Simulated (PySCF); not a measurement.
Ionising MgHg

M06-2X; PySCF, scalar-relativistic core potentials, basis sets Mg def2-SVP, Hg def2-SVP with ECP60. Neutral (UKS): singlet (closed shell), Re = 3.875 Å, ωe = 46.8 cm⁻¹, De = 0.05 eV, HOMO -6.04 eV, LUMO -0.39 eV.

MgHg⁺ (UKS): doublet (σ ↑), Re = 2.932 Å, ωe = 149 cm⁻¹, De = 0.86 eV to Mg⁺ + Hg. The energies at the minima are -353.39125 hartree for MgHg and -353.13423 for MgHg⁺.

Problem. Work out the adiabatic ionisation energy, without and with harmonic zero-point energies (1 hartree = 27.2114 eV, 1 eV = 8065.5 cm⁻¹), and the change of the bond length.

Solution. At M06-2X: 0.25702 hartree = 6.994 eV between the minima; the zero-point term (149.0 − 46.8)/2 cm⁻¹ = +0.006 eV makes it 7.000 eV. Re changes by -94.3 pm against the neutral. Minus the HOMO energy is 6.04 eV, -0.95 eV from the value between the minima; self-interaction puts the Kohn–Sham level too high, less so with exact exchange. The electron leaves a σ orbital, and the shorter bond of the ion fits an antibonding orbital, or a change in how ionic the bond is.

Closed-shell solutions of metal pairs were not tested for spin polarisation, which can lower them a little. Weak bonds: MgHg. Basis-set superposition, not corrected here, can be much of De in a small basis, most of all at correlated wavefunction levels. Spin–orbit coupling is left out. For an ion De counts to the pair picked by the measured ionisation energies or electron affinities, which need not be the lowest pair at this level. States were picked by a PBE0 search and need not be the measured ground states.
